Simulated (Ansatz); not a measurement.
# From Ge(OH)4 to GeCl4: predicting a member

On one Ge centre, n of the OH ligands are replaced by Cl. The HOMO–LUMO gap y in eV at wB97X-V/def2-TZVPP. Shapes: PBE0-D4/def2-TZVP. Flexible molecules stand in one conformer, not always the lowest. Programs: Ansatz 0.2.0.

```
  molecule  n  y (eV)
   Ge(OH)4  0   13.52
 Ge(OH)3Cl  1       ?
Ge(OH)2Cl2  2   12.91
 Ge(OH)Cl3  3   12.52
     GeCl4  4   12.11
```

**Question.** Fit y = c + s·n to the known rows and predict Ge(OH)3Cl.

**Answer.** 
1. Means of the 4 rows: n = 2.25000, y = 12.765.
2. Σ(Δn)² = 8.75, Σ(Δn·Δy) = -3.065, so the slope is -3.065/8.75 = -0.35029.
3. Intercept: 12.765 − (-0.35029) × 2.25000 = 13.553. The largest residual of the fit is 0.058.
4. Ge(OH)3Cl: 13.553 + (-0.35029) × 1 = 13.20 eV.

The run gave 13.33 eV, so the prediction is off by -0.13 eV, more than the largest residual. The steps per swap are uneven (-0.19, -0.42, -0.39, -0.41), so a line is a poor model. Other levels give for Ge(OH)3Cl: r2SCAN-D4/def2-TZVPP 6.88; B3LYP-D4/def2-TZVPP 8.04; wB97M-V/def2-TZVPP 12.89 eV. Orbital gaps aren't excitation energies, and the LUMO depends on the basis. Relativity is left out for Ge.
